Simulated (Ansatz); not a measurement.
Gas-phase reaction 6 R1 → P1 + 9 P2, each structure at its B3LYP-D3(BJ)/def2-TZVP stationary point, reached from a drawn start (curvature not checked).
R1: CH4 (SMILES C), charge 0, multiplicity 1.
P1, C6H6 (SMILES c1ccccc1) (charge 0, multiplicity 1):
```xyz
12

C     -0.795     1.140     0.033
C     -1.384    -0.116    -0.058
C     -0.590    -1.256    -0.091
C      0.795    -1.140    -0.033
C      1.384     0.116     0.058
C      0.590     1.256     0.091
H     -1.414     2.028     0.059
H     -2.462    -0.206    -0.103
H     -1.049    -2.234    -0.162
H      1.414    -2.028    -0.059
H      2.462     0.206     0.103
H      1.049     2.234     0.162
```
P2: H2 (SMILES [H][H]), charge 0, multiplicity 1.

P less R. No zero-point or thermal terms.

Cores are frozen in the correlated methods.

Run with Ansatz (a first-principles code). All values are computed, each at the level named.

Task: Estimate the reaction energy that CCSD/cc-pVTZ returns for this input.

Result: 179.5 kcal/mol

Task: Give the reaction energy at the level B97M-V/def2-TZVPP.

Result: 178.7 kcal/mol

Task: What reaction energy does CCSD(T)/cc-pVTZ give?

Result: 170.7 kcal/mol
